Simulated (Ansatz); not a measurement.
Basis-set series for `C[C]([SiH3])([ZnH])[GeH2][SiH2][InH2]`. The species carries charge 0 and has multiplicity 1. In takes the def2 core potential. All single points use the PBE0-D4/def2-TZVP geometry. It is one conformer, not always the lowest.

| functional | basis | functions | energy (Eh) | HOMO (eV) | LUMO (eV) |
| --- | --- | --- | --- | --- | --- |
| PBE0-D4 | def2-SVP | 218 | -4707.92400 | -6.94 | -1.64 |
| PBE0-D4 | def2-QZVPP | 915 | -4708.84849 | -7.01 | -1.73 |
| ωB97M-V | def2-SVP | 218 | -4708.37474 | -9.01 | -0.01 |
| ωB97M-V | def2-QZVPP | 915 | -4709.30308 | -9.11 | -0.23 |

Q: Give the rows for def2-TZVPP. (Best estimate.)

A: Computed: 
```tsv
functional	basis	functions	energy (Eh)	HOMO (eV)	LUMO (eV)
PBE0-D4	def2-TZVPP	490	-4708.73519	-7.01	-1.72
ωB97M-V	def2-TZVPP	490	-4709.19313	-9.11	-0.17
```

Scalar relativity is left out up to krypton.
